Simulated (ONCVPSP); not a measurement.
# Plane-wave convergence, ONCV potential for lithium (Li)

```json
{
 "Element": "lithium (Li)",
 "Generator": "ONCVPSP 4.0.1",
 "Type": "optimised norm-conserving Vanderbilt (ONCV)",
 "Functional": "PBEsol",
 "Relativity": "non-relativistic",
 "Frozen core": "none",
 "Valence charge": "3",
 "Reference configuration": "1s2 2p1",
 "Partial waves": "1s: rc 0.45 bohr, ncon 4, nbas 9, qcut 13.2 1/bohr, 1 projector; 2p: rc 4.00 bohr, ncon 3, nbas 8, qcut 1.8 1/bohr, 2 projectors, debl 1.8 Ha",
 "Local potential": "polynomial inside 0.30 bohr (lpopt 1, dvloc0 0 Ha)",
 "Core correction": "none"
}
```

Q: For each optimised wave give the share of its norm inside rc, the residual kinetic energy above qcut (Ha) and the cutoffs (Ha) for errors of 10, 1, 0.1 and 0.01 mHa per electron.

A:

| wave | norm inside rc | residual KE | 10 mHa | 1 mHa | 0.1 mHa | 0.01 mHa |
| --- | --- | --- | --- | --- | --- | --- |
| 1s | 0.427 | 9.4e-03 | 87.0 | 634.0 | 1146.7 | 1484.6 |
| 2p | 0.388 | 3.1e-04 | 0.6 | 1.3 | 3.4 | 14.2 |
| p projector 2 | 0.234 | 6.8e-02 | 11.9 | 23.9 | 53.8 | not reached |

The occupied waves need 634 Ha and 1147 Ha for 1 and 0.1 mHa. 1 of 4 tests not solved or not reliable.
